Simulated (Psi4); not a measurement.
Pair of molecules, SMILES C=C with SMILES C[SiH3] (the first has 6 atoms); geometry from B3LYP-D3(BJ)/def2-TZVP.
(charge 0, multiplicity 1):
```xyz
14

C      0.4907    -0.0153     0.0182
C     -0.8089     0.2180     0.1247
H      1.2180     0.5442     0.5933
H      0.8806    -0.7758    -0.6477
H     -1.5376    -0.3411    -0.4499
H     -1.1958     0.9785     0.7919
C     -0.7615    -1.0162     3.7708
Si     0.5321     0.3367     3.8616
H     -1.7156    -0.6699     4.1723
H     -0.4501    -1.8898     4.3465
H     -0.9168    -1.3242     2.7362
H      0.1011     1.5342     3.0992
H      1.8239    -0.1275     3.3002
H      0.7612     0.7482     5.2690
```

These are SAPT0/jun-cc-pV(D+d)Z in Psi4 values and carry that method's errors.

Question: Give the four SAPT terms and the total, and say what mostly holds the pair together.

Answer: electrostatics -70.0, exchange 127.6, induction -13.2, dispersion -83.6, total -39.3 meV; the largest attraction is dispersion.
